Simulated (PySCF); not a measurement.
Numbering as in the mapped SMILES `[CH:1]#[C:2][C@@:3]([F:4])([C:5]#[C:6][CH3:7])[CH:8]=[CH2:9]` (H(Xn): hydrogen on atom n). Ha(C9) is cis to C3; Hb(C9) is trans to C3.

PySCF 2.14.0 with density-fitted response routines calculation with shieldings: GIAO PBE0/pcSseg-1 and GFN2-xTB structure; relativity neglected, single conformer, no solvent, one averaged value for each set of equivalent atoms.

Question: List the cross peaks expected in HSQC, COSY and HMBC spectra.

Answer: 

HSQC (one-bond C–H):
```csv
δH,δC
5.95 (H(C8)),145.2 (C8)
5.87 (Ha(C9)),120.0 (C9)
5.56 (Hb(C9)),120.0 (C9)
2.22 (H(C1)),83.2 (C1)
2.09 (H(C7)),4.7 (C7)
```

COSY cross peaks (H two or three bonds apart, from the bond graph; peaks can be absent where the dihedral angle is near 90°):
```csv
δH,δH
5.95 (H(C8)),5.87 (Ha(C9))
5.95 (H(C8)),5.56 (Hb(C9))
5.87 (Ha(C9)),5.56 (Hb(C9))
```

HMBC (two and three bonds, from the bond graph):
```csv
δH,δC
5.95 (H(C8)),"120.0 (C9), 84.7 (C2), 82.2 (C3), 81.8 (C5)"
5.87 (Ha(C9)),"145.2 (C8), 82.2 (C3)"
5.56 (Hb(C9)),"145.2 (C8), 82.2 (C3)"
2.22 (H(C1)),"84.7 (C2), 82.2 (C3)"
2.09 (H(C7)),"93.3 (C6), 81.8 (C5)"
```

Referencing at the same level of theory: TMS for $^{1}$H and $^{13}$C.

Shifts are as computed. Against solution values, carbons near 30 ppm lie about +3 ppm off and those near 130 ppm about +5 ppm. Of 1309 compounds with measured shifts, 239 miss one by over three times the rms of a fit or turn the order of signals round; such compounds aren't used in these exercises.
